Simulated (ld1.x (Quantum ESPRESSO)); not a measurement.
## LDA (PZ) PAW dataset for Rb, scalar-relativistic all-electron reference.

* Element: rubidium
* Generator: ld1.x (Quantum ESPRESSO) 7.5
* Type: PAW
* Functional: LDA (PZ)
* Relativity: scalar-relativistic
* Frozen core: [Kr]
* Valence charge: 1
* Reference configuration: 5s1 5p0
* Partial waves: 5s (bound): rcut 3.00, rcutus 3.35 bohr; 5s channel at 0.3 Ry: rcut 3.00, rcutus 3.35 bohr; 5p (bound, empty): rcut 2.95, rcutus 3.80 bohr; 5p channel at 0.4 Ry: rcut 2.95, rcutus 3.80 bohr; 4d channel at -0.05 Ry: rcut 2.90, rcutus 3.55 bohr; 4d channel at 2.65 Ry: rcut 2.90, rcutus 3.55 bohr
* Local potential: all-electron potential smoothed inside 3.75 bohr (lloc = -1)
* Core correction: a·sin(br)/r model core inside 2.00 bohr
* Augmentation charge: PSQ, radius 2.65 bohr

Problem. Does the generator finish with these settings?

Solution. No. ld1.x (Quantum ESPRESSO) 7.5 stopped with "new_paw_hamiltonian: negative rho": the spherical valence density built from the smooth waves and the augmentation charge turned negative at some radius.
